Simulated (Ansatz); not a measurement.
A structure relaxed at PBE-D4/def2-SVP in Ansatz, charge 0, singlet:

Cartesian coordinates in Å:
```
C 0.319 -2.930 -18.010
C 1.367 -2.317 -17.308
C 1.224 -2.090 -15.935
C 0.028 -2.485 -15.292
C -0.199 -2.282 -13.839
C -1.436 -2.637 -13.258
C -1.643 -2.444 -11.894
C -0.606 -1.892 -11.105
C -0.749 -1.656 -9.650
C -1.932 -1.912 -8.926
C -1.975 -1.662 -7.554
C -0.828 -1.152 -6.904
C -0.796 -0.868 -5.451
C -1.908 -1.024 -4.596
C -1.784 -0.743 -3.236
C -0.538 -0.304 -2.728
C -0.321 0.000 -1.296
C 0.945 0.435 -0.846
C 1.145 0.706 0.506
C 0.073 0.540 1.416
C 0.210 0.788 2.868
C 1.403 1.226 3.482
C 1.445 1.416 4.864
C 0.287 1.163 5.635
C 0.253 1.318 7.107
C -0.944 1.081 7.817
C -0.968 1.218 9.203
C 0.213 1.596 9.885
C 0.267 1.755 11.356
C -0.855 1.619 12.200
C -0.712 1.778 13.579
C 0.562 2.076 14.116
C 0.798 2.256 15.570
C 2.100 2.526 16.043
C 2.310 2.691 17.415
C 1.209 2.582 18.281
N -0.040 2.329 17.857
C -0.229 2.173 16.540
N 1.641 2.211 13.310
C 1.496 2.059 11.995
N 1.363 1.822 9.210
C 1.377 1.688 7.884
N -0.864 0.755 5.050
C -0.897 0.579 3.731
N -1.143 0.129 0.987
C -1.326 -0.126 -0.307
N 0.530 -0.147 -3.545
C 0.403 -0.415 -4.843
N 0.311 -0.905 -7.594
C 0.343 -1.146 -8.903
N 0.582 -1.555 -11.657
C 0.772 -1.744 -12.962
N -0.979 -3.072 -15.976
C -0.833 -3.285 -17.288
H 0.388 -3.129 -19.090
H 2.291 -2.016 -17.826
H 2.035 -1.607 -15.373
H -2.211 -3.065 -13.912
H -2.608 -2.726 -11.447
H -2.828 -2.307 -9.427
H -2.899 -1.867 -6.996
H -2.880 -1.363 -4.985
H -2.655 -0.865 -2.576
H 1.747 0.545 -1.590
H 2.133 1.041 0.851
H 2.309 1.420 2.888
H 2.377 1.759 5.336
H -1.834 0.786 7.243
H -1.901 1.026 9.751
H -1.850 1.390 11.790
H -1.590 1.670 14.231
H 2.913 2.597 15.306
H 3.314 2.900 17.814
H 1.341 2.706 19.371
H -1.270 1.968 16.235
H 2.394 2.176 11.365
H 2.350 1.884 7.401
H -1.848 0.245 3.282
H -2.343 -0.458 -0.582
H 1.289 -0.276 -5.485
H 1.283 -0.934 -9.438
H 1.768 -1.452 -13.339
H -1.684 -3.767 -17.803
```

(1) Give its formula, name or SMILES.

(2) Summarise the bond lengths by kind (pairs closer than 1.2 times the sum of covalent radii, bridged metal pairs left out).

Results:

(1) `c1ccc(-c2ccc(-c3ccc(-c4ccc(-c5ccc(-c6ccc(-c7ccc(-c8ccc(-c9cccnc9)nc8)nc7)nc6)nc5)nc4)nc3)nc2)nc1`.

(2) 44 × C–C 1.39 to 1.48 Å; 18 × C–N 1.33 to 1.35 Å; 29 × C–H 1.10 to 1.11 Å.

Single mean-field runs in def2-SVP are fitted with def2-universal-jkfit.
